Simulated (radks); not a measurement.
Problem. Numerical settings for neutral platinum, [Xe] 4f14 5d9 6s1. Calculated with a radial shooting solver on a logarithmic mesh with Libxc functionals: Dirac Kohn-Sham, PBE, spin-unpolarised, spherical densities, finite nucleus; open shells fill j = l - 1/2 first; Fermi nuclear charge, rms radius 5.427 fm. The defaults (mesh step 0.008 in ln r, mesh end at 40 bohr or more with all orbitals vanishing there, Anderson mixing 0.5 over 9 steps, residual threshold near 1e-9 with the energy settled to 1e-9 hartree or 1e-11 of itself, here a cap of 87 iterations) give E = -18442.899 hartree and 5d5/2 at -5.603 eV in 15 iterations. Run on one thread of a shared host, so times are rough (Arm Neoverse V1): 0.18 s of CPU time, 0.18 s wall, 15 iterations on 2440 mesh points. One setting is changed at a time: mesh step in ln r 0.003; mesh step in ln r 0.12; mesh step in ln r 0.02; mesh end (bohr) 20; mesh end (bohr) 2; residual threshold 1e-05; residual threshold 1e-16; mixing 1; linear mixing, mixing 0.8; linear mixing, mixing 0.5; mixing history 20; iteration cap 3. Which runs fail to converge, and which converge to a wrong energy?

Solution. Not converged within the cap: mesh step in ln r 0.12; residual threshold 1e-16; linear mixing, mixing 0.8; iteration cap 3. Settled on a wrong energy, with an occupied level pushed above zero by the early mesh end: mesh end (bohr) 2 (+14 hartree). Apart from these: no run marked as converged misses the energy by more than 1 mhartree.
